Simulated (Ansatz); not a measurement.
Cost and result for the atomization energy of `N#[C][GeH]([C]#N)[C]#N` (8 atoms, 7 bonds).

```xyz
8

N    -0.085    0.680   -2.840
C     0.072    0.506   -1.714
Ge    0.374    0.250    0.149
C     0.628   -1.615    0.442
N     0.809   -2.735    0.632
C    -1.214    0.765    1.066
N    -2.157    1.097    1.636
H     1.572    1.051    0.629
```

The species carries charge 0 and has multiplicity 1. Correlated methods include outer-core shells of Ge, which these sets cover unevenly. Scalar relativity is left out up to krypton. Geometry: relaxed with PBE0-D4/def2-TZVP. Program: Ansatz. All runs use 4 threads of an Arm Neoverse V2 on a shared host. Times are those of one run each, without the atoms' runs, and a repeat can differ threefold. Electronic energies, without spin–orbit coupling; frozen cores. CCSD(T)/CBS adds CCSD(T) − MP2 in def2-TZVPP to the MP2 limit, and its time is that of the two runs behind it. T1 = 0.014. With those shells the extrapolation isn't a true limit. B3LYP takes the VWN-RPA correlation (the form of Gaussian; ORCA's B3LYP/G).

CCSD(T)/CBS is a level of theory with its own doubt, some kJ/mol a heavy atom from the limit and from the frozen cores, so smaller differences don't rank the functionals.

```json
{"level": "LDA (SPW92)/def2-TZVPP", "functions": "248", "wall time": "1.1 s", "atomization (kcal/mol)": "1055.7", "difference from CCSD(T)/CBS": "160.5", "per bond": "22.9"}
{"level": "revPBE-D4/def2-TZVPP", "functions": "248", "wall time": "1.9 s", "atomization (kcal/mol)": "911.9", "difference from CCSD(T)/CBS": "16.7", "per bond": "2.4"}
{"level": "PBE-D4/def2-TZVPP (with forces)", "functions": "248", "wall time": "2.3 s", "atomization (kcal/mol)": "945.3", "difference from CCSD(T)/CBS": "50.1", "per bond": "7.2"}
{"level": "PBE0-D4/def2-TZVPP", "functions": "248", "wall time": "3.2 s", "atomization (kcal/mol)": "899.7", "difference from CCSD(T)/CBS": "4.5", "per bond": "0.6"}
{"level": "BHLYP-D4/def2-TZVPP", "functions": "248", "wall time": "3.4 s", "atomization (kcal/mol)": "839.8", "difference from CCSD(T)/CBS": "-55.4", "per bond": "-7.9"}
{"level": "B3LYP-D4/def2-TZVPP (with forces)", "functions": "248", "wall time": "4.7 s", "atomization (kcal/mol)": "897.0", "difference from CCSD(T)/CBS": "1.8", "per bond": "0.3"}
{"level": "B2PLYP/def2-TZVPP", "functions": "248", "wall time": "6.5 s", "atomization (kcal/mol)": "896.3", "difference from CCSD(T)/CBS": "1.1", "per bond": "0.2"}
{"level": "PBE-QIDH/def2-TZVPP", "functions": "248", "wall time": "6.5 s", "atomization (kcal/mol)": "888.6", "difference from CCSD(T)/CBS": "-6.6", "per bond": "-0.9"}
{"level": "ωB97M-V/def2-TZVPP (with forces)", "functions": "248", "wall time": "12 s", "atomization (kcal/mol)": "899.8", "difference from CCSD(T)/CBS": "4.6", "per bond": "0.7"}
{"level": "CCSD(T)/def2-SVP", "functions": "121", "wall time": "13 s", "atomization (kcal/mol)": "840.7", "difference from CCSD(T)/CBS": "-54.5", "per bond": "-7.8"}
{"level": "MP2/def2-QZVPP", "functions": "461", "wall time": "25 s", "atomization (kcal/mol)": "929.0", "difference from CCSD(T)/CBS": "33.8", "per bond": "4.8"}
{"level": "CCSD(T)/def2-TZVPP", "functions": "248", "wall time": "4.4 min", "atomization (kcal/mol)": "868.9", "difference from CCSD(T)/CBS": "-26.3", "per bond": "-3.8"}
{"level": "CCSD(T)/CBS(def2)", "functions": "–", "wall time": "4.8 min", "atomization (kcal/mol)": "895.2", "difference from CCSD(T)/CBS": "0.0", "per bond": "0.0"}
```

The D4 term adds +7.9 kcal/mol with B3LYP and +4.2 kcal/mol with PBE0; it sums over pairs of atoms, weighted by their polarisabilities, and B3LYP, whose exchange is more repulsive, gets the larger term. In def2-TZVPP, CCSD(T) changes the Hartree–Fock value by +315.9 kcal/mol (the triples alone add +29.4 kcal/mol) and MP2 by +360.7 kcal/mol; breaking electron pairs costs correlation energy, which Hartree–Fock lacks. From PBE to PBE0 (25 % exact exchange), in def2-TZVPP and without D4, the atomization energy moves by −44.9 kcal/mol: exact exchange takes away binding that semilocal exchange gives to molecules.
